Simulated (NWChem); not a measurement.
System: Si2H4SF2; SMILES F[SiH](F)S[SiH3]

The following NWChem deck was run.

```
start job
memory heap 200 mb stack 900 mb global 1100 mb
geometry units angstroms noautosym nocenter noautoz
  Si     0.705521     1.874104    -0.104822
  S     -1.147307     0.760140     0.110082
  Si    -0.366387    -1.198231     0.101286
  F      0.994098    -1.215556    -0.772208
  F      0.067264    -1.678774     1.576832
  H      1.733137     1.361294     0.843053
  H      1.205856     1.801339    -1.504501
  H      0.331856     3.273793     0.236884
  H     -1.335368    -2.167843    -0.442464
end
basis spherical
  * library def2-svp
end
dft
  xc m06-2x
  iterations 150
end
cosmo
  do_cosmo_smd true
  solvent dcm
end
task dft energy
```

Output (shortened):

```
             Northwest Computational Chemistry Package (NWChem) 7.3.0
             --------------------------------------------------------

                             Geometry "geometry" -> ""
                             -------------------------

 Output coordinates in angstroms (scale by  1.889725989 to convert to a.u.)

  No.       Tag          Charge          X              Y              Z
 ---- ---------------- ---------- -------------- -------------- --------------
    1 Si                  14.0000     0.70552100     1.87410400    -0.10482200
    2 S                   16.0000    -1.14730700     0.76014000     0.11008200
    3 Si                  14.0000    -0.36638700    -1.19823100     0.10128600
    4 F                    9.0000     0.99409800    -1.21555600    -0.77220800
    5 F                    9.0000     0.06726400    -1.67877400     1.57683200
    6 H                    1.0000     1.73313700     1.36129400     0.84305300
    7 H                    1.0000     1.20585600     1.80133900    -1.50450100
    8 H                    1.0000     0.33185600     3.27379300     0.23688400
    9 H                    1.0000    -1.33536800    -2.16784300    -0.44246400

 Effective nuclear repulsion energy (a.u.)     380.0925942678

                                 NWChem DFT Module
                                 -----------------

 Summary of "ao basis" -> "ao basis" (spherical)
 ------------------------------------------------------------------------------
       Tag                 Description            Shells   Functions and Types
 ---------------- ------------------------------  ------  ---------------------
 Si                         def2-svp                 8       18   4s3p1d
 S                          def2-svp                 8       18   4s3p1d
 F                          def2-svp                 6       14   3s2p1d
 H                          def2-svp                 3        5   2s1p

 in cosmo_initialize ...
 calling solv_data for solv:dcm

 solvent parameters
 solvname_short: dcm
 solvname_long:  dichloromethane
 dielec:        8.9300
 dielecinf:     2.0283
 nonaqueous SMD model solvent descriptors
 dielec:        8.9300
 sola:          0.1000
 solb:          0.0500
 solc:          0.0000
 solg:         39.1500
 solh:          0.6670
 soln:          1.4242

          ---------------
          -cosmo- solvent
          ---------------
 Cosmo: York-Karplus, doi: 10.1021/jp992097l
 dielectric constant -eps-     =   8.93
 screen = (eps-1)/(eps    )    =   0.88802
 surface charge correction     = lagrangian

   van der Waals surface
 --------------------------

 ---------- ATOMIC COORDINATES (A.U.) ------------ VDWR(ANG.) --
     1    1.33324137    3.54154303   -0.19808486     2.470
     2   -2.16809585    1.43645631    0.20802482     2.490
     3   -0.69237104   -2.26432826    0.19140279     2.470
     4    1.87857283   -2.29706776   -1.45926153     1.730
     5    0.12711053   -3.17242286    2.97978041     1.730
     6    3.27515403    2.57247265    1.59313916     1.200
     7    2.27873742    3.40403712   -2.84309464     1.200
     8    0.62711691    6.18657171    0.44764585     1.200
     9   -2.52347961   -4.09662926   -0.83613572     1.200
 number of segments per atom =        128
 number of   points per atom =        128
 atom (   nspa,  nppa )
 ----------------------
    1 (     79,     0 )       0
    2 (     68,     0 )       0
    3 (     61,     0 )       0
    4 (     59,     0 )       0
    5 (     65,     0 )       0
    6 (     36,     0 )       0
    7 (     31,     0 )       0
    8 (     32,     0 )       0
    9 (     36,     0 )       0
 number of -cosmo- surface points =      467
 molecular surface =    152.757 angstrom**2
 molecular volume  =    148.699 angstrom**3
 -lineq- algorithm             =   0
 -bem- low  level              =   3
 -bem- from -octahedral-
 gaussian surface charge width =   4.50000
 degree of switching           =   1.00000
 switching function tolerance  =   0.00010
 atomic radii =
 --------------
    1 14.000  2.470
    2 16.000  2.490
    3 14.000  2.470
    4  9.000  1.730
    5  9.000  1.730
    6  1.000  1.200
    7  1.000  1.200
    8  1.000  1.200
    9  1.000  1.200
 ...... end of -cosmo- initialization ......

 nat:                     9
 ixmem:                  4523
 calling mnsol_interface()
 G(SMD-CDS) energy (kcal/mol)  =    -0.830
 SMD-CDS SASA (angstrom**2)    =   163.265

            General Information
            -------------------
          SCF calculation type: DFT
          Wavefunction type:  closed shell.
          No. of atoms     :     9
          No. of electrons :    66
           Alpha electrons :    33
            Beta electrons :    33
          Charge           :     0
          Spin multiplicity:     1
          Use of symmetry is: off; symmetry adaption is: off
          Maximum number of iterations: 150
          AO basis - number of functions:   102
                     number of shells:    48
          Convergence on energy requested:  1.00D-06
          Convergence on density requested:  1.00D-05
          Convergence on gradient requested:  5.00D-04

              XC Information
              --------------
                       M06-2X Method XC Functional
                     Hartree-Fock (Exact) Exchange  0.540
                        M06-2X Exchange Functional  1.000
                      M06-2X Correlation Potential  1.000

             Grid Information
             ----------------
          Grid used for XC integration:  medium
          Radial quadrature: Mura-Knowles
          Angular quadrature: Lebedev.
          Tag              B.-S. Rad. Rad. Pts. Rad. Cut. Ang. Pts.
          ---              ---------- --------- --------- ---------
          Si                  1.10       88          11.0       590
          S                   1.00       88           9.0       590
          F                   0.50       49          12.0       434
          H                   0.35       45          13.0       434
          Grid pruning is: on
          Number of quadrature shells:   542
          Spatial weights used:  Erf1

      Superposition of Atomic Density Guess
      -------------------------------------

 Sum of atomic energies:       -1175.40654589

      Non-variational initial energy
      ------------------------------

 Total energy =   -1176.550744
 1-e energy   =   -2388.479608
 2-e energy   =     831.836270
 HOMO         =      -0.322395
 LUMO         =       0.058598

   convergence    iter        energy       DeltaE   RMS-Dens  Diis-err
 ---------------- ----- ----------------- --------- --------- ---------
     COSMO gas phase
 d= 0,ls=0.0,diis     1  -1178.7561745088 -1.56D+03  1.18D-02  7.92D-01
 d= 0,ls=0.0,diis     2  -1178.7789815784 -2.28D-02  5.03D-03  8.60D-01
 d= 0,ls=0.0,diis     3  -1178.8524326508 -7.35D-02  7.76D-04  7.90D-03
 d= 0,ls=0.0,diis     4  -1178.8531161245 -6.83D-04  2.84D-04  8.50D-04
 d= 0,ls=0.0,diis     5  -1178.8532334257 -1.17D-04  7.42D-05  3.98D-05
  Resetting Diis
 d= 0,ls=0.0,diis     6  -1178.8532398404 -6.41D-06  2.13D-05  2.57D-06
 d= 0,ls=0.0,diis     7  -1178.8532402770 -4.37D-07  5.32D-06  1.45D-07

   convergence    iter        energy       DeltaE   RMS-Dens  Diis-err
 ---------------- ----- ----------------- --------- --------- ---------
     COSMO solvation phase
 d= 0,ls=0.0,diis     1  -1178.8580681959 -4.83D-03  6.06D-04  9.25D-04
 d= 0,ls=0.0,diis     2  -1178.8583286740 -2.60D-04  1.50D-04  2.56D-04
 d= 0,ls=0.0,diis     3  -1178.8583503859 -2.17D-05  6.87D-05  6.58D-05
 d= 0,ls=0.0,diis     4  -1178.8583574849 -7.10D-06  1.97D-05  2.27D-06
 d= 0,ls=0.0,diis     5  -1178.8583577656 -2.81D-07  6.07D-06  2.49D-07

         Total DFT energy =    -1178.858357765553
      One electron energy =    -2390.650040129383
           Coulomb energy =      921.631791327486
    Exchange-Corr. energy =      -89.972488408155
 Nuclear repulsion energy =      380.092594267846

             COSMO energy =        0.039785176655

 Numeric. integr. density =       66.000017169692

                                COSMO-SMD solvation results
                                ---------------------------

             internal energy in gas <Psi(g)|H|Psi(g)> =     -1178.853240276980
         internal energy in solvent <Psi(s)|H|Psi(s)> =     -1178.852913756754
                               delta internal energy  =         0.000326520226 (    0.20 kcal/mol)
   total free energy in solvent <Psi(s)|H+V/2|Psi(s)> =     -1178.857035191326
 polarization energy contribution <Psi(s)|V/2|Psi(s)> =        -0.004121434573 (   -2.59 kcal/mol)
    total free energy in solvent including G(SMD-CDS) =     -1178.858357765553
                       G(SMD-CDS) energy contribution =        -0.001322574226 (   -0.83 kcal/mol)
     1 M fixed-concentration free energy of solvation =        -0.005117488573 (   -3.21 kcal/mol)

                       DFT Final Molecular Orbital Analysis
                       ------------------------------------

 Vector   31  Occ=2.000000D+00  E=-4.031394D-01
              MO Center= -5.5D-01,  6.6D-01,  6.7D-03, r^2= 4.6D+00
   Bfn.  Coefficient  Atom+Function         Bfn.  Coefficient  Atom+Function
  ----- ------------  ---------------      ----- ------------  ---------------
    29      0.275330  2 S  px                30      0.263494  2 S  py
    27      0.228054  2 S  py                26      0.220619  2 S  px
    98      0.205428  9 H  s                 93     -0.194793  8 H  s
     9     -0.191797  1 Si py                12     -0.160049  1 Si py
    45     -0.139616  3 Si py                99      0.134031  9 H  s

 Vector   32  Occ=2.000000D+00  E=-3.833920D-01
              MO Center= -4.9D-01,  9.0D-01,  1.4D-01, r^2= 3.8D+00
   Bfn.  Coefficient  Atom+Function         Bfn.  Coefficient  Atom+Function
  ----- ------------  ---------------      ----- ------------  ---------------
    29      0.408922  2 S  px                26      0.294216  2 S  px
    30     -0.206059  2 S  py                83     -0.183743  6 H  s
    21     -0.170649  2 S  s                 23      0.168524  2 S  px
    45      0.162370  3 Si py                93      0.161650  8 H  s
    27     -0.160606  2 S  py                 8     -0.156131  1 Si px

 Vector   33  Occ=2.000000D+00  E=-3.357605D-01
              MO Center= -7.6D-01,  7.7D-01,  3.2D-02, r^2= 2.7D+00
   Bfn.  Coefficient  Atom+Function         Bfn.  Coefficient  Atom+Function
  ----- ------------  ---------------      ----- ------------  ---------------
    31      0.594139  2 S  pz                28      0.406125  2 S  pz
    25      0.230649  2 S  pz                88      0.150020  7 H  s
    89      0.130870  7 H  s                 83     -0.114829  6 H  s
    84     -0.108111  6 H  s                 49      0.084201  3 Si pz
    10     -0.082349  1 Si pz                17      0.062491  1 Si d  1

 Vector   34  Occ=0.000000D+00  E= 3.268161D-02
              MO Center=  6.8D-02,  1.0D+00, -3.2D-03, r^2= 5.7D+00
   Bfn.  Coefficient  Atom+Function         Bfn.  Coefficient  Atom+Function
  ----- ------------  ---------------      ----- ------------  ---------------
    11      0.933030  1 Si px                22      0.866531  2 S  s
    29      0.509415  2 S  px                47      0.468023  3 Si px
    40     -0.443688  3 Si s                 12      0.337755  1 Si py
     3     -0.309153  1 Si s                 99      0.307533  9 H  s
     4     -0.302758  1 Si s                 49     -0.243822  3 Si pz

 Vector   35  Occ=0.000000D+00  E= 5.712222D-02
              MO Center=  3.1D-01,  7.3D-01, -1.1D-01, r^2= 5.5D+00
   Bfn.  Coefficient  Atom+Function         Bfn.  Coefficient  Atom+Function
  ----- ------------  ---------------      ----- ------------  ---------------
    12      0.975497  1 Si py                94     -0.822378  8 H  s
    47     -0.451373  3 Si px                29      0.386765  2 S  px
    84      0.382319  6 H  s                 49      0.355824  3 Si pz
    57      0.335467  4 F  s                 40     -0.240441  3 Si s
    13     -0.232684  1 Si pz                39      0.192077  3 Si s

 Vector   36  Occ=0.000000D+00  E= 6.590643D-02
              MO Center=  2.0D-01,  3.9D-01,  3.0D-01, r^2= 5.7D+00
   Bfn.  Coefficient  Atom+Function         Bfn.  Coefficient  Atom+Function
  ----- ------------  ---------------      ----- ------------  ---------------
    13      0.970172  1 Si pz                84     -0.674047  6 H  s
    89      0.610737  7 H  s                 49     -0.599723  3 Si pz
    94     -0.440612  8 H  s                 47     -0.406807  3 Si px
    71      0.399378  5 F  s                  3      0.343378  1 Si s
    40     -0.326906  3 Si s                  4      0.194263  1 Si s

     Multipole analysis of the density
     ---------------------------------

     L   x y z        total         alpha         beta         nuclear
     -   - - -        -----         -----         ----         -------
     0   0 0 0     -0.000000    -33.000000    -33.000000     66.000000

     1   1 0 0     -0.035571      1.986550      1.986550     -4.008670
     1   0 1 0      0.311064      0.302860      0.302860     -0.294656
     1   0 0 1     -0.326792     -7.803932     -7.803932     15.281073

     2   2 0 0    -38.489372    -99.941794    -99.941794    161.394217
     2   1 1 0      3.676848    -11.239734    -11.239734     26.156316
     2   1 0 1      0.572062     16.737140     16.737140    -32.902218
     2   0 2 0    -35.459798   -263.589224   -263.589224    491.718650
     2   0 1 1      1.032723     33.217721     33.217721    -65.402719
     2   0 0 2    -40.285913    -76.319064    -76.319064    112.352215
```

Level: M06-2X/def2-SVP, SMD on the gas-phase geometry. Structure relaxed at the PBE0/def2-SVP level. Solvent: dichloromethane.
